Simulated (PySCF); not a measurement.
Compound: (OH)3Zr-NH-SiH3 (singlet state).
Bonds: Zr1–O2, Zr1–O3, Zr1–O4, Zr1–N5, N5–Si6. Hydrogens: H7 on O2; H8 on O3; H9 on O4; H10 on N5; H11, H12, H13 on Si6.

Level of theory: PBE0-D3(BJ)/def2-SVP geometry optimisation, gas phase, def2 core potentials past Kr (PySCF).

(1) What internal coordinates does the optimisation give?

Results:

(1) 
```json
{"bond": "Zr1–O2, Zr1–O3, Zr1–O4", "length (bohr)": "3.639"}
{"bond": "Zr1–N5", "length (bohr)": "3.905"}
{"bond": "O2–H7, O3–H8, O4–H9", "length (bohr)": "1.805"}
{"bond": "N5–Si6", "length (bohr)": "3.275"}
{"bond": "N5–H10", "length (bohr)": "1.928"}
{"bond": "Si6–H11, Si6–H12, Si6–H13", "length (bohr)": "2.834"}
```

Bonds in one row agree within 0.02 bohr and their mean is given. A selection of angles:
```json
{"angle": "O2–Zr1–O3", "degrees": "109.5"}
{"angle": "O2–Zr1–O4", "degrees": "111.3"}
{"angle": "O2–Zr1–N5", "degrees": "109.4"}
{"angle": "O3–Zr1–O4", "degrees": "112.6"}
{"angle": "O4–Zr1–N5", "degrees": "104.9"}
{"angle": "Zr1–O2–H7", "degrees": "175.1"}
{"angle": "Zr1–O3–H8", "degrees": "174.0"}
{"angle": "Zr1–O4–H9", "degrees": "162.3"}
{"angle": "Zr1–N5–Si6", "degrees": "127.9"}
{"angle": "Zr1–N5–H10", "degrees": "117.5"}
{"angle": "Si6–N5–H10", "degrees": "114.6"}
{"angle": "N5–Si6–H11", "degrees": "107.0"}
{"angle": "N5–Si6–H12", "degrees": "113.5"}
{"angle": "H11–Si6–H12", "degrees": "107.9"}
```

Torsions: O2–Zr1–N5–Si6 -64° (synclinal); H9–O4–Zr1–O2 49° (synclinal).

Zr1 (zirconium bonded to N and 3 O) is distorted tetrahedral (angles from 104.9° to 112.6°). All 3 O–Zr bonds measure 1.925 to 1.926 Å. N5 (nitrogen bonded to Si, Zr and H) is planar (angles 127.9°, 117.5° and 114.6°, sum 360.0°, 0.00 Å off the plane of its three neighbours). O2 (oxygen bonded to Zr and H) is almost linear (angle 175.1°). Si6 (silicon bonded to N and 3 H) is distorted tetrahedral (angles from 106.6° to 113.6°).

Point group: near Cs, missed by 0.19 Å at most; the miss may be what the optimiser left on a soft mode. PBE0-D3(BJ)/def2-SVP frequencies: not computed here. Torsions: O2–Zr1–O4–H 49°.

Hardware: an Intel Xeon Platinum 8488C with one thread, shared host. Cost: 5.7 min of wall time, 0.54 GiB resident at most. That covers the optimisation of the geometry.
